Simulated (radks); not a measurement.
Results of a calculation; reference values are marked as such.
Species: Tc40+. Configuration: [He] 2s1. Code: a radial shooting solver on a logarithmic mesh with Libxc functionals. Model: scalar-relativistic Kohn-Sham, PBE, spin-polarised, spherical densities, point nucleus; open shells are filled with parallel spins first (spin-orbit coupling, left out, can overturn this in heavy ions).

Radial electron density D(r) = 4 pi r^2 rho(r):

```
   r/bohr * D(r) (the largest magnitude, 49.1, reaches the edge; | marks zero)
 0.001287 | *
 0.001417 | *
  0.00156 | *
 0.001717 |  *
 0.001875 |  *
 0.002064 |  *
 0.002272 |   *
 0.002501 |    *
 0.002753 |     *
  0.00303 |      *
 0.003336 |       *
 0.003672 |        *
 0.004042 |         *
 0.004413 |           *
 0.004858 |             *
 0.005348 |               *
 0.005886 |                 *
 0.006479 |                    *
 0.007132 |                       *
 0.007851 |                          *
 0.008642 |                             *
 0.009513 |                                *
  0.01039 |                                   *
  0.01143 |                                       *
  0.01259 |                                          *
  0.01385 |                                             *
  0.01525 |                                                *
  0.01679 |                                                   *
  0.01848 |                                                     *
  0.02034 |                                                      *
  0.02239 |                                                      *
  0.02445 |                                                     *
  0.02691 |                                                    *
  0.02963 |                                                 *
  0.03261 |                                             *
   0.0359 |                                        *
  0.03951 |                                   *
  0.04349 |                              *
  0.04788 |                         *
   0.0527 |                    *
  0.05755 |                *
  0.06335 |            *
  0.06973 |          *
  0.07676 |         *
  0.08449 |        *
    0.093 |        *
   0.1024 |        *
   0.1127 |         *
    0.124 |        *
   0.1355 |        *
   0.1491 |       *
   0.1641 |     *
   0.1807 |    *
   0.1989 |   *
   0.2189 | *
    0.241 |*
   0.2652 |*
    0.292 *
   0.3188 *
   0.3509 *
   0.3863 *
   0.4252 *
   0.4681 *
```

D(r) has 2 maxima, at r = 0.0217, 0.113 bohr, and minima at 0.0886 bohr, inside which lie 2.12 electrons.
